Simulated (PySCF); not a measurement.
**Excitation energy of O by level of theory**

O [He] 2s2 2p4 (3P) → O [He] 2s2 2p3 3s1 (5S), as a difference of total energies. All numbers are calculated (PySCF 2.14, no relativity, point nucleus, in aug-cc-pVQZ with one added diffuse shell each of s, p, d, f, g type (7s6p5d4f3g, 105 functions)). Correlated levels: valence: 1s2 frozen. The calculations carry no spin-orbit coupling.

```
           method  excitation energy (eV)
              UHF                   7.757
              LDA                   9.367
              PBE                   9.427
             PBE0                   9.274
           r2SCAN                   9.289
        BHandHLYP                   9.317
          r2SCAN0                   9.159
           revPBE                   9.406
           PBEsol                   9.311
    MP2 (valence)                   9.009
SCS-MP2 (valence)                   9.183
```

Task: How much does correlation contribute at MP2 (valence)?

Result: 9.009 − (7.757) = 1.252 eV, measured against UHF.

Errors of the correlated levels include the incompleteness of this basis and the frozen core.

For comparison: 9.136 eV (measured; NIST levels, between the centres of gravity of the two terms).
